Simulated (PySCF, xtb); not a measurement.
C4F5, SMILES F[C]1C(F)=C(F)C1(F)F (connectivity only; charge and spin as stated), charge +1, multiplicity 1.

Geometry: B3LYP-D3(BJ)/def2-SVP. The spin state was assumed, not searched. The isomer is the one that the SMILES or the coordinates give; other isomers of the formula were not compared.

The numbers are results of PySCF with IEF-PCM-PBE0/def2-SVP, not measurements.

The values are the electrostatic part of the solvation free energy, E(continuum) − E(gas) at the gas-phase geometry, in a cavity of scaled van der Waals radii (PySCF's table); cavitation and dispersion terms are not included. In vacuum the orbital gap is 5.95 eV.

| solvent | ε | ΔG(elec) (kcal/mol) | gap (eV) |
|---|---|---|---|
| water | 78.36 | -62.9 | 6.02 |
| toluene | 2.37 | -35.7 | 5.99 |
| ethanol | 24.85 | -61.0 | 6.02 |

For comparison, GFN2-xTB/ALPB(water) (xtb, at the GFN2-xTB geometry, all terms of that model) gives -55.7 kcal/mol.
